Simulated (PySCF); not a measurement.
FSr, charge +1. Atoms are numbered in the order given.

```xyz
2

Sr     0.0000     0.0000    -0.3870
F      0.0000     0.0000     1.6340
```
Charge +1, spin multiplicity 1.

Coordinates come from a B3LYP-D3(BJ)/def2-TZVPD optimisation. The spin state was assumed, not searched. The def2 effective core potentials stand for the cores of Sr; spin–orbit coupling is left out.

Calculation: M06-2X/def2-TZVPD in PySCF.

Isolated molecule, no solvent.

* **total energy**: -130.34992 hartree
* **point group**: C∞v
* **highest occupied level**: -16.31 eV
* **lowest empty level**: -6.62 eV
* **orbital gap**: 9.69 eV
* **dipole moment about the centre of nuclear charge**: 7.86 D
* **mean static polarisability**: 15.2 bohr³ (2.25 Å³)
* **polarisability, principal values**: 12.0, 12.0, 21.5 bohr³
